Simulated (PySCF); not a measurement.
# One molecule, several mistakes: BFH3NSi

All numbers below are calculated, not measured. The program is PySCF 2.14.0, an open-source quantum chemistry code, run on an isolated molecule that a program drew, which may never have been made. The molecule is BFH3NSi (charge 0, singlet), drawn as the SMILES string `NB[Si]F`.

Each row is a Hartree-Fock (HF) and frozen-core CCSD(T) single point in the cc-pV(D+d)Z basis, meant for a local HF minimum. Run 1 is clean. Each other run has one planted mistake out of seven kinds, and not every kind appears here: one electron removed, one electron added, multiplicity raised by two, geometry at a saddle point, minimal basis STO-3G, one bond length entered in bohr, all coordinates scaled. The reference is restricted for singlets and unrestricted otherwise, and also for a bond in bohr. Adding or removing an electron swaps singlet and doublet. Electrons count all cores. HOMO and LUMO are orbital energies over both spins, the gradient is its largest component, and the lowest frequency (negative if imaginary) is given only where the gradient is small. Bond lengths are over the 6 bonds as drawn. T1 is the CCSD diagnostic: over 0.02 (restricted) or 0.045 (unrestricted) a single reference is doubtful.

Geometry of the clean run:
```xyz
7
BFH3NSi, angstrom
N    -0.5420   -0.5511   -0.0169
B    -0.2886   -1.1229   -1.2591
Si    0.7929   -2.8855   -1.5095
F     2.0449   -2.2307   -2.3487
H    -1.0551    0.3002    0.0940
H    -0.2180   -0.9240    0.8517
H    -0.7535   -0.5651   -2.2244
```

```
run,electrons,basis functions,<S^2>,HOMO (eV),LUMO (eV),gradient (hartree/bohr),lowest frequency (cm^-1),mean bond (Å),longest bond (Å),T1,HF (hartree),CCSD(T) (hartree),mistake
1,38,80,0.000,-8.22,0.97,2.8e-05,48,1.3874,2.083,0.0173,-469.29344,-469.86381,no fault
2,39,80,0.771,-0.35,8.13,3.1e-02,-,1.3874,2.083,0.0191,-469.28123,-469.85377,one electron added
3,37,80,0.783,-16.91,-6.33,4.7e-02,-,1.3874,2.083,0.0233,-469.02674,-469.57607,one electron removed
4,38,80,1.023,-8.67,0.67,2.6e-02,-,1.5357,2.083,0.0813,-469.15000,-469.72527,?
5,38,27,0.000,-5.08,6.49,3.9e-02,-,1.3874,2.083,0.0233,-463.48729,-463.66838,?
```

**Which mistake was planted in run 4, and what did it cost?**

The mean bond changes by a factor of 1.107 and the longest by 1.000, so the molecule wasn't scaled as a whole. A length L in bohr read as angstrom grows by (1/0.5292 - 1) L = 0.890 L. The 6 bonds together grew by 6 x 0.1483 = 0.890 Å, which gives L = 1.000 Å. That is the length of one of the H-N bonds, 1.000 Å in the clean geometry. So the mistake is: one bond length entered in bohr. Subtracting run 1 and multiplying by 627.51 kcal/mol a hartree, the energy moved by 90.0 kcal/mol in HF and 86.9 kcal/mol in CCSD(T).

**Which mistake was planted in run 5, and what did it cost?**

It has 27 basis functions where the clean run has 80, with the same electrons and geometry. So the mistake is: minimal basis STO-3G. Subtracting run 1 and multiplying by 627.51 kcal/mol a hartree, the energy moved by 3643.4 kcal/mol in HF and 3887.7 kcal/mol in CCSD(T).

Cautions from the logs. Run 2: the added electron raises the CCSD(T) energy, so it isn't bound in this basis; run 4: T1 is over the limit, so its CCSD(T) energy is less reliable; run 5: T1 is over the limit, so its CCSD(T) energy is less reliable.
